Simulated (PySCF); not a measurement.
A structure optimised at ωB97X-D3(BJ)/def2-SVP, used in a PySCF frequency run:

```
Si
O 1 1.6594
H 2 0.9629 1 116.97
O 1 1.6895 2 114.13 3 -56.01
C 4 1.4463 1 107.56 2 121.86
H 5 1.1033 4 109.92 1 118.87
H 5 1.1035 6 107.50 4 -119.51
H 1 1.4822 2 103.67 3 -179.87
Si 5 1.9319 6 114.01 7 -128.58
H 9 1.4920 5 115.23 6 0.64
H 9 1.4936 10 109.05 5 -130.26
```
Charge 0, spin multiplicity 1.

### Question
Write its SMILES and formula.

### Answer
O[Si@H]1OC[SiH2]1, CH6O2Si2

### Question
What are its rotational constants (standard atomic weights)?

### Answer
5.1777, 2.5049, 1.9594 GHz
